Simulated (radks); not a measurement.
Values are calculated unless marked as measured or tabulated.
Q: Ionisation of neutral rhodium, [Kr] 4d8 5s1, to Rh+, [Kr] 4d8, under several functionals. Scalar-relativistic Kohn-Sham, spin-polarised, spherical densities, finite nucleus; open shells are filled with parallel spins first (spin-orbit coupling, left out, can overturn this in heavy ions); a radial shooting solver on a logarithmic mesh with Libxc functionals. Known Delta-SCF values: exchange-only r2SCAN 7.031 eV; PW91 7.925 eV; SOGGA 7.767 eV. What does HCTH/407 give, and what is its highest occupied eigenvalue?

A: 7.762 eV by Delta-SCF; the 5s eigenvalue is -4.750 eV. NIST: 7.459 eV (measured).
